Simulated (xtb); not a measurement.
H4N2Zn, SMILES [NH2][Zn][NH2]. All values are semi-empirical tight-binding results from xtb (GFN2-xTB unless named), good for trends rather than for accurate numbers. Geometry optimised at GFN2-xTB. The values are those of a single conformer.

For metal compounds this method's bond lengths and energies can be far off.

Computed properties:
| Quantity | Value |
|---|---|
| orbital gap | 3.43 eV |
| zero-point energy | 29.2 kcal/mol |
| G − E(el) at 298.15 K (modified RRHO) | 11.0 kcal/mol |
